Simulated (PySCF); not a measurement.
BeF2, SMILES [F][Be][F]. Atoms are numbered in the order given.

```xyz
3

Be     0.0000     0.0000     0.0000
F      0.0000     0.0000    -1.3818
F      0.0000     0.0000     1.3818
```

Geometry: r2SCAN-D4/def2-TZVP. The isomer is the one that the SMILES or the coordinates give; other isomers of the formula were not compared.

Computed with PBE/pcJ-2 (PySCF).

Isotropic couplings with Fermi-contact, spin-dipole and both spin-orbit terms, one fixed conformer, no vibrational averaging. Isotopes: 19F.

Q: Estimate the spin–spin coupling constants. (Estimate from the structure and the level; the computed values follow.)

A: 
| pair | bonds apart | J (Hz) |
|---|---|---|
| F2–F3 | 2 | 65.2 |
